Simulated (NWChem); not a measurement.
# CH$_{3}$ClF$_{2}$Si; SMILES C[Si](F)(F)Cl

Program: NWChem. All runs use the structure optimised with PBE-D3(BJ)/def2-SVP.

For level PBE/def2-SVP:

| Quantity | Result |
|---|---|
| highest occupied level (eV) | -8.00 |

Problem. What are these values for level BLYP/def2-SVP?

Solution. 
| Property | Result |
|---|---|
| highest occupied level (eV) | -7.76 |
